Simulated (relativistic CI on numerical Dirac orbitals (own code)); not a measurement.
## Line list: Electric-dipole lines, Ag26+

Computed by Dirac-Coulomb-Breit CI, KLI orbitals optimised for each configuration, a model potential for QED, unscaled Slater integrals (own radial code, finite nucleus).

CI space (outside the closed core [Ne]): 3s2 3p6 3d3, 3s2 3p5 3d4, 3s 3p6 3d4, 3s2 3p6 3d2 4s, 3s2 3p6 3d2 4p, 3s2 3p6 3d2 4d, 3s2 3p6 3d2 4f, 3s2 3p5 3d3 4s, 3s2 3p5 3d3 4p, 3s 3p6 3d3 4s, 3s2 3p6 3d 4s 4p, 3s2 3p6 3d2 5s, 3s 3p6 3d3 4p, 3p6 3d4 4p, 3s2 3p6 3d2 5p, 3s2 3p6 3d2 5d, 3s2 3p6 3d 4p 4d, 3s2 3p6 3d2 5f, 3s2 3p6 3d2 5g, 3s2 3p6 3d2 6s, 3s2 3p6 3d2 6p, 3p6 3d5, 3p5 3d6, 3s2 3p6 3d 4s2, 3s2 3p6 4s2 4p, 3s2 3p6 4s2 4d, 3s2 3p6 4s2 4f, 3p6 3d4 4s, 3p5 3d5 4s, 3s2 3p6 3d 4p2, 3s2 3p6 4s 4p2, 3s2 3p6 4p3, 3s2 3p6 4p2 4d, 3s2 3p6 4p2 4f, 3s2 3p6 3d 4s 4d, 3s2 3p6 4s 4p 4d, 3s2 3p6 4s 4d2, 3s2 3p6 4s 4d 4f, 3p6 3d4 4d, 3p5 3d5 4d, 3s2 3p6 3d 4d2, 3s2 3p6 4p 4d2, 3s2 3p6 4d3, 3s2 3p6 4d2 4f, 3s 3p6 3d2 4s2, 3s 3p6 3d 4s2 4p, 3s 3p6 3d 4s2 4d, 3s 3p6 3d 4s2 4f. Double excitations out of closed p, d and f shells are left out; levels of such configurations are missing from the list, as are those of other unlisted configurations, and high levels can miss mixing partners. These lack a partner that the ground configuration has and come out too high: 3s2 3p5 3d3 4p.

```csv
λ vac (nm),Lower,Upper,A (s⁻¹),log gf,S velocity/length
5.2611,3s2 3p6 3d3 2G_7/2 [7],3s2 3p5 3d4 2F°_5/2 [191],5.57e+11,0.14,0.65
5.3772,3s2 3p6 3d3 4F_7/2 [3],3s2 3p5 3d4 4D°_5/2 [175],4.24e+11,0.04,0.64
5.3978,3s2 3p6 3d3 4F_9/2 [4],3s2 3p5 3d4 4D°_7/2 [176],9.73e+11,0.53,0.64
5.4182,3s2 3p6 3d3 2H_9/2 [8],3s2 3p5 3d4 2G°_7/2 [184],7.57e+11,0.43,0.64
5.4336,3s2 3p6 3d3 2H_11/2 [12],3s2 3p5 3d4 2G°_9/2 [190],1.33e+12,0.77,0.64
5.4497,3s2 3p6 3d3 2G_9/2 [14],3s2 3p5 3d4 2G°_7/2 [193],1.18e+12,0.62,0.64
5.5514,3s2 3p6 3d3 2D_3/2 [18],3s2 3p5 3d4 2D°_3/2 [198],1.09e+12,0.31,0.64
5.6213,3s2 3p6 3d3 2H_11/2 [12],3s2 3p5 3d4 2H°_11/2 [179],1.03e+12,0.77,0.64
5.6528,3s2 3p6 3d3 2D_5/2 [19],3s2 3p5 3d4 2D°_5/2 [196],7.77e+11,0.35,0.64
5.6790,3s2 3p6 3d3 2G_9/2 [14],3s2 3p5 3d4 2H°_9/2 [182],6.58e+11,0.50,0.64
5.6886,3s2 3p6 3d3 4F_5/2 [2],3s2 3p5 3d4 4D°_3/2 [151],5.06e+11,-0.01,0.63
5.7636,3s2 3p6 3d3 4F_9/2 [4],3s2 3p5 3d4 2H°_9/2 [157],3.55e+11,0.25,0.64
5.8019,3s2 3p6 3d3 4F_7/2 [3],3s2 3p5 3d4 4P°_5/2 [149],3.12e+11,-0.02,0.62
5.8262,3s2 3p6 3d3 2H_9/2 [8],3s2 3p5 3d4 2H°_9/2 [163],3.42e+11,0.24,0.64
5.9154,3s2 3p6 3d3 2G_9/2 [14],3s2 3p5 3d4 2H°_11/2 [171],2.77e+11,0.24,0.66
5.9333,3s2 3p6 3d3 2G_7/2 [7],3s2 3p5 3d4 2G°_7/2 [156],3.73e+11,0.20,0.63
5.9384,3s2 3p6 3d3 4F_9/2 [4],3s2 3p5 3d4 2G°_9/2 [145],1.81e+11,-0.02,0.62
5.9586,3s2 3p6 3d3 4F_7/2 [3],3s2 3p5 3d4 4F°_7/2 [141],1.94e+11,-0.08,0.63
6.2798,3s2 3p6 3d3 4F_5/2 [2],3s2 3p5 3d4 4F°_5/2 [118],2.01e+11,-0.15,0.62
6.9577,3s2 3p6 3d3 4F_9/2 [4],3s2 3p5 3d4 2H°_11/2 [88],1.49e+11,0.11,0.61
```

Terms are leading LS components. Brackets give the number of a level in order of energy, since labels repeat. The list gives strong lines, with weight on those to low levels, among the lowest 400 of 5636 levels, so that lines to higher ones, which can be the strongest, are missing. Levels whose partners in the same complex of configurations lie outside the list can be far off, and so can their lines. Rates are taken at the computed energies, electric ones in the length gauge. A velocity-to-length ratio far from 1 marks an uncertain rate.

At this charge energies of transitions that change n are usually good to better than 1 %, and those within a shell (Δn = 0) to a few per cent. Terms inside the open d or f shell come out 10 to 20 % too wide with unscaled integrals.

LS names give the leading component of a level, which can be under half, so a name can repeat, a term be missing and a line seem to break the LS rules.
